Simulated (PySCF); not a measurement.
These 3 structures share the formula H7NOSi2. Method: PBE0-D3(BJ)/def2-SVP geometry optimisation, gas phase (PySCF). One conformer each; no zero-point energy, no entropy. No frequencies were run at this level. Point groups hold within 0.08 Å.

Question: Rank from lowest to highest electronic energy at this level (kcal/mol).
A. `[NH2:1][SiH2:2][O:3][SiH3:4]` with H–N1–Si2–O3 -71° and 83°, N1–Si2–O3–Si4 -45°
B. `[OH:1][SiH2:2][NH:3][SiH3:4]` with H–O1–Si2–N3 61°, O1–Si2–N3–Si4 -110°
C. `[NH2:1][SiH2:2][SiH2:3][OH:4]` with H–N1–Si2–Si3 -51° and 169°, N1–Si2–Si3–O4 167°, Si2–Si3–O4–H -47°

Answer: A (0.0), B (10.0), C (28.7).

As drawn, the highest has an O–H bond and an Si–Si bond, which the lowest lacks.

```
        SMILES      E (Eh)  E rel (kcal/mol)  dipole (D)  point group      A, B, C (MHz)
N[SiH2]O[SiH3]  -712.59448               0.0        1.79           C1  10157, 2235, 1957
O[SiH2]N[SiH3]  -712.57861              10.0        1.26           C1  12672, 1907, 1832
N[SiH2][SiH2]O  -712.54866              28.7        2.48           C1  10813, 2012, 1790
```

Q: How do the relative energies change in single points at PBE0/pcSseg-1 (no added dispersion term) on the same geometries?

A: 
```
        SMILES  PBE0-D3(BJ)/def2-SVP (kcal/mol)  PBE0/pcSseg-1 (kcal/mol)  shift
N[SiH2]O[SiH3]                              0.0                       0.0    0.0
O[SiH2]N[SiH3]                             10.0                      10.3   +0.3
N[SiH2][SiH2]O                             28.7                      28.7    0.0
```

Each column counts from its own lowest isomer. The order is unchanged; the largest shift is 0.3 kcal/mol.
